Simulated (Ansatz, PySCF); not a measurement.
Complex: HF (SMILES F) (first 2 atoms) with CH3Br (SMILES CBr); geometry from B3LYP-D3(BJ)/def2-TZVP, rigid monomers moved along the line of their centres of mass till H2···Br4 is 2.71 Å.
(charge 0, multiplicity 1):
```xyz
7

F     -0.0394    -0.1485     0.6416
H     -0.0625    -0.6487     1.4319
C     -0.2681     0.9932     4.1878
Br    -0.1899    -0.9705     4.1220
H     -1.2066     1.2592     4.6600
H     -0.2184     1.3463     3.1642
H      0.5825     1.3267     4.7705
```

Quantity: the interaction energy.

Counterpoise-corrected where a basis set is named; no monomer relaxation.

Cores are frozen in the correlated methods. Filled d and f shells under p-block atoms count as core. CBS: X⁻³ extrapolation of the correlation energy, Hartree–Fock from the larger set.

Run with Ansatz (Gaussian orbitals); PySCF for the dispersion terms. 

Costs are ratios of core time to PBE/def2-TZVPPD (roughly 3 s), for whole runs (searches for the state included, and forces where a run took them) on one shared machine, so rough; each difference counts from -16.8 kJ/mol (CCSD(T)/CBS(aug-cc-pVDZ, aug-cc-pVTZ), a level with limits of its own).

A star marks coupled-cluster runs past 200 virtual orbitals, where the program's memory plan changes under this machine's limit, so their costs aren't comparable with smaller runs.

| level | basis functions | cost | difference (kJ/mol) |
|---|---|---|---|
| PBE/def2-TZVPPD | 202 | ×1 | 0.0 |
| PBE-D3(BJ)/def2-TZVPPD | 202 | ×1 | -2.5 |
| PBE0/def2-TZVPPD | 202 | ×2 | 0.7 |
| PBE0-D3(BJ)/def2-TZVPPD | 202 | ×2 | -1.6 |
| r2SCAN/def2-TZVPPD | 202 | ×2 | -0.9 |
| r2SCAN-D3(BJ)/def2-TZVPPD | 202 | ×2 | -1.8 |
| B3LYP/def2-TZVPPD | 202 | ×2 | 2.7 |
| B3LYP-D3(BJ)/def2-TZVPPD | 202 | ×2 | -1.4 |
| wB97X-V/def2-TZVPPD | 202 | ×3 | -0.5 |
| wB97M-V/def2-TZVPPD | 202 | ×4 | -0.3 |
| CCSD(T)/aug-cc-pVDZ | 118 | ×4 | 2.1 |
| CCSD(T)/aug-cc-pVTZ | 243 | ×200* | 0.6 |

With a budget of 30 times the cost of PBE/def2-TZVPPD, the closest level: PBE/def2-TZVPPD, at 0.0 kJ/mol; next is wB97M-V/def2-TZVPPD at -0.3 kJ/mol.

Ansatz is a program for electronic structure.
